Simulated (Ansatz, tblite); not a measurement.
Isomers of TiS₃⁻ (doublet), found by a short tight-binding search and relaxed with PBE0-D4/def2-SVPD in Ansatz.

The xTB rows come from tblite. Correlated methods freeze 20 core orbitals; core or outer-core shells of Ti are correlated, in sets that lack core-valence functions. In CCSD on the charge -1 doublet the largest single amplitude is 0.20, so its Hartree–Fock determinant may place the open shell otherwise than the density functionals do.

Run but left out: HF/def2-SVPD, MP2/def2-SVPD (B: ⟨S²⟩ 1.30, where a pure state has 0.75).

A: At PBE-D4/def2-TZVPD the highest occupied level of the charge -1 doublet lies above zero (up to 0.07 eV). It is a level of α spin, whose loss leaves a singlet; that state wasn't run at this geometry and level. The electron is either unbound and held by the finite basis, or the level is raised by self-interaction error. B: At CCSD(T)/def2-SVPD T1 of the charge -1 doublet is large (up to 0.070), so the single-reference result is doubtful. At CCSD(T)/def2-SVPD the charge -1 doublet is spin-contaminated (final ⟨S²⟩ up to 1.30, 0.75 for a pure state).

Other spin states were run for one of them alone.

A:

```xyz
4

Ti    0.036    0.045   -0.498
S     0.196    0.244   -2.649
S    -0.222    0.925    1.663
S    -0.010   -1.214    1.485
```

B:

```tsv
atom	x (Å)	y (Å)	z (Å)
Ti1	0.023	-0.048	0.003
S2	-1.936	-0.946	-0.208
S3	1.166	0.477	-1.760
S4	0.747	0.517	1.965
```

Question: Estimate their order by electronic energy at ωB97M-V/def2-TZVPD, counted from the lowest.

Answer: A (0.00) < B (0.27), in eV.

Question: Do the other levels pick the same lowest one?

Answer: Not GFN2-xTB, PBE-D4/def2-TZVPD, r2SCAN-D4/def2-TZVPD, PBE0-D4/def2-TZVPD, CCSD/def2-SVPD, CCSD(T)/def2-SVPD. Energies above each level's lowest (eV):

```
                  level     A     B
               GFN1-xTB  0.00  0.02
               GFN2-xTB  0.51  0.00
      PBE-D4/def2-TZVPD  0.61  0.00
   r2SCAN-D4/def2-TZVPD  0.51  0.00
     PBE0-D4/def2-TZVPD  0.09  0.00
CAM-B3LYP-D4/def2-TZVPD  0.00  0.03
     ωB97M-V/def2-TZVPD  0.00  0.27
         CCSD/def2-SVPD  0.08  0.00
      CCSD(T)/def2-SVPD  0.57  0.00
```
Point groups (tolerance 0.1 Å): A C2v, B not assigned. Lower isomers may exist.
